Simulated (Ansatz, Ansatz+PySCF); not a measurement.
```yaml
atoms:
  - { symbol: Al, position_ang: [0.0000, 0.0000, 0.0000] }
  - { symbol: Cl, position_ang: [0.0000, 0.0000, 4.2600] }
```

Basis set: def2-SVP (spherical functions). Charge 0, multiplicity 1.

Computed with Ansatz (development build ahead of 0.2.0); each method stands on the lowest determinant of its kind that the runs found.

Give the atomization energy at this shape (free ground-state atoms in the same class of orbitals less the molecule, no zero-point energy) of singlet AlCl by PBE0 (unrestricted), UHF.

```json
{"method": "PBE0 (unrestricted)", "atomization energy": "27.70 kcal/mol"}
{"method": "UHF", "atomization energy": "4.23 kcal/mol"}
```

Caution: the shape is not the minimum. Caution for PBE0 (unrestricted): charge can spread falsely over distant fragments; the unrestricted determinant is spin contaminated. Caution for UHF: the unrestricted determinant is a mixture of spin states.
